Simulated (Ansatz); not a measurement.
Program: Ansatz. Geometries: PBE0-D4/def2-TZVP. ΔE: electronic, gas phase. CCSD(T)/CBS is the MP2 limit (def2-TZVPP, def2-QZVPP) plus CCSD(T) − MP2 in def2-TZVPP, frozen cores. Functionals use def2-TZVPP. Each species was taken in one conformer, which may not be the lowest.

Reaction (isomerisation): `C=C(O)S[SiH3]` → `S[SiH]1CCO1`

```json
{"level": "PBE-D4", "ΔE (kcal/mol)": "-35.4", "difference from CCSD(T)/CBS": "3.4"}
{"level": "PBE0-D4", "ΔE (kcal/mol)": "-38.9", "difference from CCSD(T)/CBS": "-0.1"}
{"level": "ωB97M-V", "ΔE (kcal/mol)": "-39.6", "difference from CCSD(T)/CBS": "-0.8"}
{"level": "r2SCAN", "ΔE (kcal/mol)": "-37.9", "difference from CCSD(T)/CBS": "0.9"}
{"level": "PBE0", "ΔE (kcal/mol)": "-39.2", "difference from CCSD(T)/CBS": "-0.4"}
{"level": "HF/def2-TZVPP", "ΔE (kcal/mol)": "-38.8", "difference from CCSD(T)/CBS": "0.0"}
{"level": "SCS-MP2/def2-TZVPP", "ΔE (kcal/mol)": "-39.4", "difference from CCSD(T)/CBS": "-0.6"}
{"level": "SCS-MP2/def2-QZVPP", "ΔE (kcal/mol)": "-39.5", "difference from CCSD(T)/CBS": "-0.7"}
{"level": "HF/CBS(def2)", "ΔE (kcal/mol)": "-39.0", "difference from CCSD(T)/CBS": "-0.2"}
{"level": "MP2/CBS(def2)", "ΔE (kcal/mol)": "-40.3", "difference from CCSD(T)/CBS": "-1.5"}
{"level": "CCSD(T)/CBS", "ΔE (kcal/mol)": "-38.8", "difference from CCSD(T)/CBS": "0"}
```

Largest T1 diagnostic among the species: 0.012.

From PBE to PBE0 (25 % exact exchange), in def2-TZVPP and without D4, ΔE moves by −3.5 kcal/mol.

CCSD(T)/CBS has its own doubt, a few kJ/mol and more with outer-core shells, so smaller differences from it don't rank the levels.
